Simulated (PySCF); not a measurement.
CH₈FNSi₂, SMILES [SiH3][C@H]([SiH2]F)N.

The structure is a stationary point at PBE-D3(BJ)/def2-SVP. The structure was generated by enumeration; whether it is a known compound was not checked. The values are those of a single conformer.

The numbers are results of HF/def2-TZVP (PySCF), not measurements.

The molecule is in vacuum.

| Property | Value |
|---|---|
| total energy | -774.43073 hartree |
| highest occupied level | -10.94 eV |
| lowest empty level | 3.00 eV |
| orbital gap | 13.93 eV |
| dipole moment | 2.57 D |
| quadrupole, principal values (traceless, Buckingham form, about the centre of nuclear charge) | -6.74, 0.29, 6.45 D·Å |
| mean static polarisability | 66.8 bohr³ (9.90 Å³) |
| polarisability, principal values | 60.0, 66.3, 74.2 bohr³ |
